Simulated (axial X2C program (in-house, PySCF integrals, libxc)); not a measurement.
Spin–orbit effects along a row: molecules with S (ions), PBE0

All values come from calculations with an in-house all-electron X2C program for linear molecules (integrals from PySCF), spin-free (one-electron X2C) or two-component (2c: spin–orbit coupling with atomic mean-field Coulomb and Gaunt terms, which also bring small scalar terms), in Dyall basis sets with cores contracted in-house; open shells are unrestricted.

Basis sets: As dyall-acv3z, Br dyall-acv3z, Ca dyall-acv3z, Cr dyall-acv3z, Ga dyall-acv3z, Ge dyall-acv3z, Mn dyall-acv3z, S dyall-av3z, Sc dyall-acv3z, Se dyall-acv3z, V dyall-acv3z.

```
molecule   spin-free state  Re (Å)  ωe (cm⁻¹)  De (eV)  2c state  Re 2c (Å)  ωe 2c (cm⁻¹)  De 2c (eV)
    CaS⁻  M_S = 1/2, Λ = 0   2.395      418.1     2.91   Ω = 1/2      2.395         418.1        2.91
    ScS⁻    M_S = 0, Λ = 0   2.176      535.9     4.39     Ω = 0      2.175         535.8        4.39
     VS⁻    M_S = 1, Λ = 0   2.101      500.7      n/a     Ω = 1      2.101         500.5         n/a
    CrS⁻  M_S = 5/2, Λ = 0   2.151      447.2     2.66   Ω = 5/2      2.151         446.8        2.65
    MnS⁻    M_S = 3, Λ = 0   2.166      444.0     2.93     Ω = 3      2.166         443.7        2.93
    GaS⁻    M_S = 0, Λ = 0   2.127      450.4     4.23     Ω = 0      2.127         450.1         n/a
    GeS⁻  M_S = 1/2, Λ = 1   2.111      474.4     4.17   Ω = 1/2      2.113         473.5         n/a
    AsS⁻    M_S = 1, Λ = 0   2.117      483.3     3.61     Ω = 1      2.118         482.8        3.59
    SeS⁻  M_S = 1/2, Λ = 1   2.143      465.3     3.66   Ω = 3/2      2.144         464.3        3.67
    SBr⁻    M_S = 0, Λ = 0   2.243      382.4     1.75     Ω = 0      2.244         381.6        1.75
```

Fragments in 2c: Ca + S-, Sc + S-, V + S-, Cr + S-, Mn + S-, Ga + S-, Ge + S-, As + S-, Se + S-, Br- + S. Each entry is the lowest single determinant of a limited PBE0 search at one distance. De goes to single-determinant-based atoms at the same level (for ions the charge split of lowest energy) and is withheld (n/a) where an atom does not fit its ground term or J level. Main or longest-lived isotopes. One determinant is a doubtful description, or other states lie close, for VS⁻, CrS⁻, MnS⁻, AsS⁻; these need not be ground states, and all values refer to the states named. Some open-shell Ω = 0 determinants are out of reach, so the Ω given for VS⁻, MnS⁻, AsS⁻ need not be the lowest component. With several unpaired electrons the Ω given is that of one determinant, not necessarily of the lowest component. Some light 2c atoms are not at their ground J level, so De misses part of their lowering (0.04 eV or less). The functionals have no current term, which raises determinants with orbital currents.
